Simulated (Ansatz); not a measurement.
Start from `C=CCC1CO1` and change one atom or group to get `BCC1CO1`.

Ansatz, PBE0-D4/def2-TZVP geometries, multiplicity 1. Each molecule was computed in one conformer, which needn't be the lowest.

```json
{"property": "HOMO energy (B3LYP/def2-TZVPP) / eV", "`C=CCC1CO1`": "-7.38"}
{"property": "HOMO–LUMO gap (ωB97M-V/def2-TZVPP) / eV", "`C=CCC1CO1`": "12.22"}
{"property": "HOMO energy (ωB97M-V/def2-TZVPP) / eV", "`C=CCC1CO1`": "-9.88"}
{"property": "HOMO energy (PBE/def2-TZVPP) / eV", "`C=CCC1CO1`": "-6.17"}
{"property": "size of the dipole moment (ωB97M-V/def2-TZVPP) / D", "`C=CCC1CO1`": "1.61"}
{"property": "size of the dipole moment (PBE/def2-TZVPP) / D", "`C=CCC1CO1`": "1.41"}
```

(1) What does the change do to each property? (Best estimate.)

Results:

(1) Ansatz gave: 
```tsv
property	`BCC1CO1`	shift
HOMO energy (B3LYP/def2-TZVPP) / eV	-7.55	-0.17
HOMO–LUMO gap (ωB97M-V/def2-TZVPP) / eV	10.78	-1.44
HOMO energy (ωB97M-V/def2-TZVPP) / eV	-10.24	-0.36
HOMO energy (PBE/def2-TZVPP) / eV	-6.16	0.01
size of the dipole moment (ωB97M-V/def2-TZVPP) / D	2.22	0.61
size of the dipole moment (PBE/def2-TZVPP) / D	2.10	0.69
```

With PBE0 the HOMO falls by 0.21 eV and the LUMO falls by 1.63 eV, so the gap narrows by about 1.42 eV. PBE moves the HOMO by 0.01 eV and ωB97M-V by -0.36 eV. Dipoles are sizes alone; their direction can turn.

B3LYP here is the variant with VWN-RPA as its local correlation; programs differ in this.
